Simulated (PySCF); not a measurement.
# Spinor energies of Os⁺ (osmium, charge +1)

Start: [Xe] 4f14 5d6 6s1; 5d3/2 filled at m_j = -3/2, -1/2, +1/2, +3/2; 5d5/2 filled at m_j = +3/2, +5/2; 6s1/2 filled at m_j = +1/2. Calculated with PySCF 2.14 in x2c-TZVPall-2c (11s11p10d2f, 108 functions): generalised Hartree-Fock with the X2C-1e Hamiltonian and a Gaussian nucleus; one run each with spin-orbit coupling (SO) switched off, then screened by Boettger's factors.

```tsv
spinor shell	electrons	ε, spin-free (eV)	ε, screened SO (eV)	weight of nominal j (screened SO)	rms radius, screened SO (bohr)
1s1/2	2	-74287.4	-74262.3	1.000	0.0201
2s1/2	2	-13090.6	-13082.6	1.000	0.0809
2p1/2	2	-11406.3	-12503.6	1.000	0.0687
2p3/2	4	-11406.3	-10966.6	1.000	0.0764
3s1/2	2	-3117.4	-3114.6	1.000	0.207
3p1/2	2	-2614.5	-2856.2	1.000	0.198
3p3/2	4	-2614.5	-2515.6	1.000	0.214
3d3/2	4	-2045.4	-2088.0	1.000	0.188
3d5/2	6	-2045.4	-2014.6	1.000	0.193
4s1/2	2	-698.34	-697.35	1.000	0.459
4p1/2	2	-530.51	-587.78	1.000	0.466
4p3/2	4	-530.51	-506.72	1.000	0.499
4d3/2	4	-317.77	-326.64	0.999	0.519
4d5/2	6	-317.77	-310.94	1.000	0.531
5s1/2	2	-115.97	-115.71	1.000	1.08
5p1/2	2	-70.219	-80.694	0.687	1.07
4f5/2	6	-79.200	-80.380	0.895	0.687
4f7/2	8	-79.200	-77.407	0.991	0.611
5p3/2	4	-70.219	-65.622	0.978	1.28
5d3/2	4	-20.419	-20.371	0.717	1.86
5d5/2	2	-20.419	-20.457	0.840	1.89
6s1/2	1	-16.359	-16.341	0.990	3.01
```

| quantity | spin-free | screened SO |
| --- | --- | --- |
| E (hartree) | -17240.78578 | -17263.50270 |
| M_J | 9/2 | 9/2 |
| ⟨J²⟩ | 24.760 | 24.774 |
| ⟨L²⟩ | 6.005 | 6.588 |
| ⟨S²⟩ | 8.755 | 8.546 |

Each row is a mean over spinors that exchange with the open shell spreads, by up to 7.729 eV (5p3/2).

Rows whose weight is well below 1 are mixtures of j = l ± 1/2: exchange outweighs spin-orbit coupling there, and the label is only the starting occupation.

Breit and QED terms are absent; they matter most for the inner s and p1/2 levels.

Densities and radii are taken from the X2C orbitals without a picture-change correction, which distorts them close to the nucleus.

Without spin-orbit coupling the j labels of p, d and f shells carry no meaning; the spin-free column gives the mean over the occupied spinors of each nl shell.
